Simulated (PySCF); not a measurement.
Isomers of C6H7F, one GFN2-xTB conformer each. Single-point energies are computed at PBE0/pcSseg-1 (PySCF, gas phase, no added dispersion term), electronic only.

Problem. Rank them by PBE0/pcSseg-1 energy, lowest first (kJ/mol).
A. `F[C@]12C[C@@H]3[C@H](C1)[C@@H]32`
B. `[CH:1]#[C:2]/[C:3](=[CH:4]\[F:5])[CH2:6][CH3:7]` with C2–C3–C6–C7 71°
C. `FC1=CCC=CC1`

Solution. C (0.0), A (150.1), B (170.0).

As drawn, the highest has a C≡C bond, which the lowest lacks. GFN2-xTB itself gives, in the same order: 0.0, 74.5, 152.9. Both levels put the same isomer lowest; measured from each level's own lowest isomer, the values differ by up to 75.6 kJ/mol (F[C@]12C[C@@H]3[C@H](C1)[C@@H]32: 74.5 against 150.1).

Problem. Which frontier levels, dipoles and rotational constants go with these structures?

Solution. 
```
                          SMILES  HOMO (eV, PBE0/pcSseg-1)  LUMO (eV)  dipole (D)     A, B, C (MHz)
                     FC1=CCC=CC1                     -6.86       0.34        1.71  4981, 2428, 1666
F[C@]12C[C@@H]3[C@H](C1)[C@@H]32                     -7.47       1.68        1.75  4943, 3017, 2590
                   C#C/C(=C\F)CC                     -6.92      -0.67        1.81  3272, 2104, 1400
```
